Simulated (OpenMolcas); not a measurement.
Au²⁺: the spin-orbit constant, worked from levels

| Item | Value |
| --- | --- |
| Program | OpenMolcas 26.06 |
| Basis | ANO-RCC-VTZP [8s7p5d3f1g] |
| Scalar Hamiltonian | DKH2, point nucleus |
| Active space | 9 electrons in 6 orbitals (5d 6s) |
| State averaging | 2S+1 = 4 even, 20 roots (17 in the spin-orbit step); 2S+1 = 2 even, 30 roots |
| Spin-orbit coupling | RASSI with atomic mean-field integrals over the reference wave functions, term energies averaged over their components |

Methods: CASSCF; MS-CASPT2, IPEA 0.25 Eh, imaginary shift 0.1 Eh (closed shells correlated: 5s 5p). Measured levels: Iglesias, J. Res. Natl. Bur. Stand. 64A, 481 (1960).

**The spin-orbit constant.** For the Hund term 2D of d9, E(J) = (A/2) J(J+1) + constant and ζ = -2S·A = -A. From J = 3/2 to J = 5/2 the energy changes by 2.5 A.

| Source | E(5/2) - E(3/2) | A | ζ |
| --- | --- | --- | --- |
| CASSCF | -13191.9 | -5276.8 | 5277 |
| MS-CASPT2 | -13301.5 | -5320.6 | 5321 |
| measured | -12694.0 | -5077.6 | 5078 |

All in cm-1. MS-CASPT2 is off by +4.8 % and CASSCF by +3.9 %. Both methods take the spin-orbit matrix elements from the reference wave functions, so the second can move ζ only through the term energies and any multistate remixing.

Term energies are means over components that CASPT2 splits; among the terms shown or strongly mixed into the levels shown the widest spread is 24 cm-1 (5d9 2D, MS-CASPT2). Some high roots are left out of the spin-orbit mixing, which shifts the levels that they would mix with. Without dynamic correlation excited terms often stand tens of per cent too high (terms of higher spin than the ground term too low), and those without a measured partner can miss by more than the paired ones (holds for CASSCF). Measured partners are found by configuration, term and J. A level has none where our copy of the source lacks it or the pairing is in doubt (some pairs that miss far off the trend of their configuration count as doubtful), and it then counts in no deviation. Only configurations of the active space appear.
